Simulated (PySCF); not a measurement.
Computed with TPSSh-D3(BJ)/def2-TZVP // BP86-D3(BJ)/def2-SVP run with PySCF. Gas-phase values, no solvent. 

Reference species: [Ti(F)3(H)] (neutral, multiplicity 1).

- coordination number: 4
- HOMO–LUMO gap: 5.31 eV
- charge on the central atom (meta-Löwdin): 1.47 e

Changed species: [Ti(F)4] (0 of 4 F replaced by H; the reference has 1 of 4 F replaced by H).

Predict the effect on the coordination number, HOMO–LUMO gap and charge on the central atom (meta-Löwdin).

the coordination number stays essentially unchanged; the HOMO–LUMO gap rises by 2.34 eV, to 7.65 eV; the charge on the central atom (meta-Löwdin) rises by 0.19 e, to 1.66 e.
